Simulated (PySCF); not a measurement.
# Nonlinear optical response: SMILES O/C=C/C=C/C#N, C₅H₅NO

Molfile (atoms numbered from 1):
```
C5H5NO
     RDKit          3D

 12 11  0  0  0  0  0  0  0  0999 V2000
   -4.0479    0.4412    0.5556 N   0  0  0  0  0  0  0  0  0  0  0  0
   -2.9807    0.0176    0.5948 C   0  0  0  0  0  0  0  0  0  0  0  0
   -1.6829   -0.5068    0.6481 C   0  0  0  0  0  0  0  0  0  0  0  0
   -0.6162    0.1552    0.1635 C   0  0  0  0  0  0  0  0  0  0  0  0
    0.7192   -0.3529    0.2049 C   0  0  0  0  0  0  0  0  0  0  0  0
    1.7640    0.3287   -0.2850 C   0  0  0  0  0  0  0  0  0  0  0  0
    3.0213   -0.1619   -0.2379 O   0  0  0  0  0  0  0  0  0  0  0  0
   -1.5836   -1.4820    1.1061 H   0  0  0  0  0  0  0  0  0  0  0  0
   -0.7594    1.1291   -0.2878 H   0  0  0  0  0  0  0  0  0  0  0  0
    0.8885   -1.3236    0.6472 H   0  0  0  0  0  0  0  0  0  0  0  0
    1.6277    1.3050   -0.7382 H   0  0  0  0  0  0  0  0  0  0  0  0
    3.6512    0.4495   -0.6326 H   0  0  0  0  0  0  0  0  0  0  0  0
  1  2  3  0
  2  3  1  0
  3  4  2  0
  4  5  1  0
  5  6  2  0
  6  7  1  0
  3  8  1  0
  4  9  1  0
  5 10  1  0
  6 11  1  0
  7 12  1  0
M  END
```

Computed, not measured: quadratic response PBE0/def2-SVPD first hyperpolarisability, Taylor convention, gas phase in PySCF 2.14.0. Geometry: GFN2-xTB.

(1) Give β for the processes computed.

(2) Which lowest excitations, dipole and polarisabilities go with it?

Results:

(1) In au, Taylor convention; the vector part is βᵢ = ⅓ Σⱼ (βᵢⱼⱼ + βⱼᵢⱼ + βⱼⱼᵢ); β∥ is 3/5 of the vector part along the dipole, the dipole points from − to +:
```csv
process,λ (nm),β vector norm,β∥,β HRS,depolarisation ratio
"static β(0;0,0)",∞,632.2,366.9,271.7,4.45
"second harmonic β(−2ω;ω,ω)",1907,694.7,403.9,297.9,4.49
"Pockels β(−ω;ω,0)",1907,652.0,378.6,–,–
"second harmonic β(−2ω;ω,ω)",1064,876.2,511.6,373.9,4.55
"Pockels β(−ω;ω,0)",1064,699.5,406.7,–,–
```

(2) S1 4.94 eV (f = 0.914); S2 5.49 eV (f = 0.000); S3 6.08 eV (f = 0.000); dipole 6.45 D; isotropic α 83.6 au static, 84.2 au at 1907 nm, 85.6 au at 1064 nm, 86.1 au at 953.5 nm, 93.0 au at 532 nm.
